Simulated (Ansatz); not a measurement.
`[F][GeH2][SiH2]Cl` + `[GaH3]` → `[F][GeH2][GaH2]` + `[SiH3]Cl`  (formal exchange of groups at a Ge–Si bond)

Calculated with Ansatz (gas phase, PBE0-D4/def2-TZVP geometries, no zero-point term in ΔE). CBS: MP2 limit from def2 TZ/QZ plus the TZ coupled-cluster correction, frozen cores. This one scheme is used for every species. DFT in def2-TZVPP. For Ga, Ge outer-core shells are correlated without core-valence functions, which leaves a few kJ/mol of doubt a bond. Scalar relativity is left out up to krypton. One conformer a species, not always the lowest.

```json
{"species": "`[F][GeH2][SiH2]Cl`", "r2SCAN-D4 energy (Eh)": "-2928.98867"}
{"species": "`[GaH3]`", "r2SCAN-D4 energy (Eh)": "-1926.60570"}
{"species": "`[F][GeH2][GaH2]`", "r2SCAN-D4 energy (Eh)": "-4104.10656"}
{"species": "`[SiH3]Cl`", "r2SCAN-D4 energy (Eh)": "-751.49774"}
```

**Question.** Work out ΔE.

**Answer.** ΔE = (-4104.10656) + (-751.49774) − (-2928.98867) − (-1926.60570) = -0.00993 Eh = -0.27 eV. CCSD(T)/CBS gives -0.31 eV.

Largest T1 diagnostic among the species: 0.013.

The D4 term adds +0.04 eV with B3LYP and +0.02 eV with PBE0; it sums over pairs of atoms, weighted by their polarisabilities, and B3LYP, whose exchange is more repulsive, gets the larger term. Leaving LDA and LC-ωPBE aside and taking each functional with its dispersion term where it has one, the values, not all of them listed here, spread over 0.16 eV, from B2PLYP to B97M-V. LDA lies +0.04 eV from PBE without D4.

B3LYP here is the variant with VWN-RPA as its local correlation; programs differ in this.
